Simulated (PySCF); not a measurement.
C4H4N (SMILES c1cc[n-]c1), charge -1, singlet, at a GFN2-xTB geometry (in this run its highest filled SCF level lies above zero, so its values depend strongly on the basis, on diffuse functions most of all), atoms displaced at random by about 0.03 Å a coordinate; HF/STO-3G, gradient by finite differences in PySCF.

Here is a job for PySCF.
```python
from pyscf import gto, scf

mol = gto.M(
    atom='''
N     0.01888470   -0.04780439    1.20433645
C    -0.00939160    1.10668888    0.39287449
C    -0.01421837   -1.06366484    0.46744487
C    -0.02192070    0.65987519   -0.94430531
C     0.00226601   -0.69834994   -0.96018866
H    -0.03769846    2.06433750    0.76617997
H     0.05035097   -2.06321936    0.83130162
H    -0.03486430    1.36564151   -1.77228535
H     0.01240724   -1.34123599   -1.85008306
''',
    basis='sto-3g',
    charge=-1,
    verbose=4,
)

mf = scf.RHF(mol)
mf.conv_tol = 1e-11
mf.kernel()
scan, done = mf.as_scanner(), []
scan.scf_summary = {}
def energy(d):
    c = mol.atom_coords()
    c[2, 2] += d
    e = scan(mol.set_geom_(c, unit='Bohr', inplace=False))
    done.append(scan.converged)
    return e
h = 0.2
fd = (energy(h) - energy(-h)) / (2 * h)
print('dE/dx =', fd)
```

It wrote (shortened):

```
PySCF version 2.14.0

[INPUT] verbose = 4
[INPUT] num. atoms = 9
[INPUT] num. electrons = 36
[INPUT] charge = -1
[INPUT] spin (= nelec alpha-beta = 2S) = 0
[INPUT] symmetry False subgroup None
[INPUT] Mole.unit = angstrom
[INPUT] Symbol           X                Y                Z      unit          X                Y                Z       unit  Magmom
[INPUT]  1 N      0.018884700000  -0.047804390000   1.204336450000 AA    0.035686910945  -0.090337204652   2.275866052331 Bohr   0.0
[INPUT]  2 C     -0.009391600000   1.106688880000   0.392874490000 AA   -0.017747551871   2.091338888302   0.742425187428 Bohr   0.0
[INPUT]  3 C     -0.014218370000  -1.063664840000   0.467444870000 AA   -0.026868825238  -2.010035235929   0.883342782633 Bohr   0.0
[INPUT]  4 C     -0.021920700000   0.659875190000  -0.944305310000 AA   -0.041424119459   1.246983385495  -1.784478413873 Bohr   0.0
[INPUT]  5 C      0.002266010000  -0.698349940000  -0.960188660000 AA    0.004282138296  -1.319690125706  -1.814493595313 Bohr   0.0
[INPUT]  6 H     -0.037698460000   2.064337500000   0.766179970000 AA   -0.071239764718   3.901032503669   1.447870305427 Bohr   0.0
[INPUT]  7 H      0.050350970000  -2.063219360000   0.831301620000 AA    0.095149543406  -3.898919525300   1.570932388707 Bohr   0.0
[INPUT]  8 H     -0.034864300000   1.365641510000  -1.772285350000 AA   -0.065883978525   2.580688438237  -3.349133926079 Bohr   0.0
[INPUT]  9 H      0.012407240000  -1.341235990000  -1.850083060000 AA    0.023446285562  -2.534568689510  -3.496150291097 Bohr   0.0

nuclear repulsion = 152.346209636923
number of shells = 19
number of NR pGTOs = 87
number of NR cGTOs = 29
basis = sto-3g
ecp = {}

******** <class 'pyscf.scf.hf.RHF'> ********
method = RHF
initial guess = minao
damping factor = 0
level_shift factor = 0
DIIS = <class 'pyscf.scf.diis.CDIIS'>
diis_start_cycle = 1
diis_space = 8
diis_damp = 0
SCF conv_tol = 1e-11
SCF conv_tol_grad = None
SCF max_cycles = 50
direct_scf = True
direct_scf_tol = 1e-13
Set gradient conv threshold to 3.16228e-06
Initial guess from minao.
init E= -207.220605714789
  HOMO = -0.0814885907253569  LUMO = 0.229213496745643  gap/eV = 8.45463
cycle= 1 E= -205.407992410706  delta_E= 1.81  |g|= 0.426  |ddm|= 4.32
  HOMO = 0.095947182973827  LUMO = 0.673006435594071  gap/eV = 15.70258
cycle= 2 E= -205.474547740648  delta_E= -0.0666  |g|= 0.154  |ddm|= 0.785
  HOMO = 0.0710049144350993  LUMO = 0.651866471046675  gap/eV = 15.80605
cycle= 3 E= -205.481262552683  delta_E= -0.00671  |g|= 0.0395  |ddm|= 0.24
  HOMO = 0.0593303632018454  LUMO = 0.64423184939652  gap/eV = 15.91598
cycle= 4 E= -205.482189603229  delta_E= -0.000927  |g|= 0.0147  |ddm|= 0.0844
  HOMO = 0.0611756335949929  LUMO = 0.646877919395372  gap/eV = 15.93777
cycle= 5 E= -205.482337873866  delta_E= -0.000148  |g|= 0.0066  |ddm|= 0.0357
  HOMO = 0.0617484449542518  LUMO = 0.647409598765363  gap/eV = 15.93665
cycle= 6 E= -205.482372862737  delta_E= -3.5e-05  |g|= 0.00236  |ddm|= 0.0175
  HOMO = 0.0612157169721028  LUMO = 0.64696868162053  gap/eV = 15.93915
cycle= 7 E= -205.482379693179  delta_E= -6.83e-06  |g|= 0.000472  |ddm|= 0.0106
  HOMO = 0.0612102306713929  LUMO = 0.647012954652179  gap/eV = 15.94050
cycle= 8 E= -205.482379823548  delta_E= -1.3e-07  |g|= 0.000171  |ddm|= 0.00111
  HOMO = 0.0612129157774728  LUMO = 0.646996176967431  gap/eV = 15.93997
cycle= 9 E= -205.482379842947  delta_E= -1.94e-08  |g|= 3.83e-05  |ddm|= 0.000493
  HOMO = 0.0612131624165664  LUMO = 0.646999612270842  gap/eV = 15.94006
cycle= 10 E= -205.482379843801  delta_E= -8.54e-10  |g|= 6.89e-06  |ddm|= 0.000102
  HOMO = 0.0612144075057663  LUMO = 0.64700017595354  gap/eV = 15.94004
cycle= 11 E= -205.482379843828  delta_E= -2.71e-11  |g|= 1.49e-06  |ddm|= 1.83e-05
  HOMO = 0.061214201170148  LUMO = 0.647000179135155  gap/eV = 15.94005
cycle= 12 E= -205.482379843828  delta_E= -2.84e-13  |g|= 4.61e-07  |ddm|= 2.65e-06
  HOMO = 0.061214229136991  LUMO = 0.647000150491873  gap/eV = 15.94005
Extra cycle  E= -205.482379843829  delta_E= -4.55e-13  |g|= 1.94e-07  |ddm|= 8.85e-07
converged SCF energy = -205.482379843829
Create scanner for <class 'pyscf.scf.hf.RHF'>

WARN: Mole.unit (angstrom) is changed to Bohr

New geometry
   1 N      0.018884700000  -0.047804390000   1.204336450000 AA    0.035686910945  -0.090337204652   2.275866052331 Bohr
   2 C     -0.009391600000   1.106688880000   0.392874490000 AA   -0.017747551871   2.091338888302   0.742425187428 Bohr
   3 C     -0.014218370000  -1.063664840000   0.573280312184 AA   -0.026868825238  -2.010035235929   1.083342782633 Bohr
   4 C     -0.021920700000   0.659875190000  -0.944305310000 AA   -0.041424119459   1.246983385495  -1.784478413873 Bohr
   5 C      0.002266010000  -0.698349940000  -0.960188660000 AA    0.004282138296  -1.319690125706  -1.814493595313 Bohr
   6 H     -0.037698460000   2.064337500000   0.766179970000 AA   -0.071239764718   3.901032503669   1.447870305427 Bohr
   7 H      0.050350970000  -2.063219360000   0.831301620000 AA    0.095149543406  -3.898919525300   1.570932388707 Bohr
   8 H     -0.034864300000   1.365641510000  -1.772285350000 AA   -0.065883978525   2.580688438237  -3.349133926079 Bohr
   9 H      0.012407240000  -1.341235990000  -1.850083060000 AA    0.023446285562  -2.534568689510  -3.496150291097 Bohr

******** <class 'pyscf.scf.hf.RHF_Scanner'> ********
method = RHF_Scanner
initial guess = minao
damping factor = 0
level_shift factor = 0
DIIS = <class 'pyscf.scf.diis.CDIIS'>
diis_start_cycle = 1
diis_space = 8
diis_damp = 0
SCF conv_tol = 1e-11
SCF conv_tol_grad = None
SCF max_cycles = 50
direct_scf = True
direct_scf_tol = 1e-13
Set gradient conv threshold to 3.16228e-06
init E= -205.458057726477
  HOMO = 0.0704820346752888  LUMO = 0.628474996204915  gap/eV = 15.18376
cycle= 1 E= -205.436105571991  delta_E= 0.022  |g|= 0.0717  |ddm|= 0.274
  HOMO = 0.0840850622463585  LUMO = 0.651448399769982  gap/eV = 15.43874
cycle= 2 E= -205.43769278054  delta_E= -0.00159  |g|= 0.0353  |ddm|= 0.145
  HOMO = 0.0803420837149722  LUMO = 0.645322826458385  gap/eV = 15.37391
cycle= 3 E= -205.438149000189  delta_E= -0.000456  |g|= 0.00929  |ddm|= 0.0523
  HOMO = 0.0789592075140588  LUMO = 0.645082507648193  gap/eV = 15.40500
cycle= 4 E= -205.438240461114  delta_E= -9.15e-05  |g|= 0.00357  |ddm|= 0.0326
  HOMO = 0.0794154337210287  LUMO = 0.645349255137512  gap/eV = 15.39984
cycle= 5 E= -205.438251210863  delta_E= -1.07e-05  |g|= 0.00117  |ddm|= 0.0102
  HOMO = 0.0793905650622118  LUMO = 0.645468950338114  gap/eV = 15.40378
cycle= 6 E= -205.438252810992  delta_E= -1.6e-06  |g|= 0.00021  |ddm|= 0.00483
  HOMO = 0.0793147676765937  LUMO = 0.645427403007664  gap/eV = 15.40471
cycle= 7 E= -205.438252842935  delta_E= -3.19e-08  |g|= 3.37e-05  |ddm|= 0.000692
  HOMO = 0.0793150169412558  LUMO = 0.645421691373375  gap/eV = 15.40455
cycle= 8 E= -205.438252843495  delta_E= -5.6e-10  |g|= 1.17e-05  |ddm|= 7.68e-05
  HOMO = 0.0793162504017932  LUMO = 0.645424746277614  gap/eV = 15.40460
cycle= 9 E= -205.438252843588  delta_E= -9.27e-11  |g|= 4.28e-06  |ddm|= 2.83e-05
  HOMO = 0.0793162269345473  LUMO = 0.645424524523697  gap/eV = 15.40459
cycle= 10 E= -205.438252843608  delta_E= -2.03e-11  |g|= 1.23e-06  |ddm|= 1.63e-05
  HOMO = 0.0793162288103801  LUMO = 0.64542456828756  gap/eV = 15.40459
cycle= 11 E= -205.43825284361  delta_E= -1.99e-12  |g|= 4.08e-07  |ddm|= 4.29e-06
  HOMO = 0.0793161902303448  LUMO = 0.645424537239949  gap/eV = 15.40459
Extra cycle  E= -205.43825284361  delta_E= 1.14e-13  |g|= 2.14e-07  |ddm|= 8.07e-07
converged SCF energy = -205.43825284361

WARN: Mole.unit (angstrom) is changed to Bohr

New geometry
   1 N      0.018884700000  -0.047804390000   1.204336450000 AA    0.035686910945  -0.090337204652   2.275866052331 Bohr
   2 C     -0.009391600000   1.106688880000   0.392874490000 AA   -0.017747551871   2.091338888302   0.742425187428 Bohr
   3 C     -0.014218370000  -1.063664840000   0.361609427816 AA   -0.026868825238  -2.010035235929   0.683342782633 Bohr
   4 C     -0.021920700000   0.659875190000  -0.944305310000 AA   -0.041424119459   1.246983385495  -1.784478413873 Bohr
   5 C      0.002266010000  -0.698349940000  -0.960188660000 AA    0.004282138296  -1.319690125706  -1.814493595313 Bohr
   6 H     -0.037698460000   2.064337500000   0.766179970000 AA   -0.071239764718   3.901032503669   1.447870305427 Bohr
   7 H      0.050350970000  -2.063219360000   0.831301620000 AA    0.095149543406  -3.898919525300   1.570932388707 Bohr
   8 H     -0.034864300000   1.365641510000  -1.772285350000 AA   -0.065883978525   2.580688438237  -3.349133926079 Bohr
   9 H      0.012407240000  -1.341235990000  -1.850083060000 AA    0.023446285562  -2.534568689510  -3.496150291097 Bohr

******** <class 'pyscf.scf.hf.RHF_Scanner'> ********
method = RHF_Scanner
initial guess = minao
damping factor = 0
level_shift factor = 0
DIIS = <class 'pyscf.scf.diis.CDIIS'>
diis_start_cycle = 1
diis_space = 8
diis_damp = 0
SCF conv_tol = 1e-11
SCF conv_tol_grad = None
SCF max_cycles = 50
direct_scf = True
direct_scf_tol = 1e-13
Set gradient conv threshold to 3.16228e-06
init E= -205.527853668586
  HOMO = 0.0427052977832885  LUMO = 0.629431054076776  gap/eV = 15.96562
cycle= 1 E= -205.486017298615  delta_E= 0.0418  |g|= 0.153  |ddm|= 0.531
  HOMO = 0.0357356540468741  LUMO = 0.641099095484205  gap/eV = 16.47278
cycle= 2 E= -205.492938510423  delta_E= -0.00692  |g|= 0.0736  |ddm|= 0.297
  HOMO = 0.04026328197381  LUMO = 0.636649873512747  gap/eV = 16.22851
cycle= 3 E= -205.494954480709  delta_E= -0.00202  |g|= 0.02  |ddm|= 0.108
  HOMO = 0.0410283834720579  LUMO = 0.638292726991496  gap/eV = 16.25239
cycle= 4 E= -205.495371634986  delta_E= -0.000417  |g|= 0.00833  |ddm|= 0.0659
  HOMO = 0.0406767487296487  LUMO = 0.637865402653513  gap/eV = 16.25033
cycle= 5 E= -205.495437307248  delta_E= -6.57e-05  |g|= 0.0029  |ddm|= 0.0264
  HOMO = 0.040763699925624  LUMO = 0.637633881466816  gap/eV = 16.24166
cycle= 6 E= -205.495446582535  delta_E= -9.28e-06  |g|= 0.000382  |ddm|= 0.0122
  HOMO = 0.0408275257334543  LUMO = 0.637749000776624  gap/eV = 16.24306
cycle= 7 E= -205.495446682578  delta_E= -1e-07  |g|= 0.000105  |ddm|= 0.00123
  HOMO = 0.0408435440549413  LUMO = 0.637757780977899  gap/eV = 16.24286
cycle= 8 E= -205.495446688831  delta_E= -6.25e-09  |g|= 3.9e-05  |ddm|= 0.000243
  HOMO = 0.0408391134152968  LUMO = 0.637751143580787  gap/eV = 16.24280
cycle= 9 E= -205.495446689997  delta_E= -1.17e-09  |g|= 1.21e-05  |ddm|= 0.000107
  HOMO = 0.0408400210832089  LUMO = 0.637752535708391  gap/eV = 16.24282
cycle= 10 E= -205.495446690149  delta_E= -1.52e-10  |g|= 2.91e-06  |ddm|= 4.47e-05
  HOMO = 0.0408398432684096  LUMO = 0.637752381149386  gap/eV = 16.24282
cycle= 11 E= -205.495446690157  delta_E= -7.84e-12  |g|= 1.1e-06  |ddm|= 9.54e-06
  HOMO = 0.0408399098139407  LUMO = 0.637752466916009  gap/eV = 16.24282
Extra cycle  E= -205.495446690157  delta_E= -5.68e-14  |g|= 4.64e-07  |ddm|= 1.99e-06
converged SCF energy = -205.495446690157
dE/dx = 0.14298461636812476
```
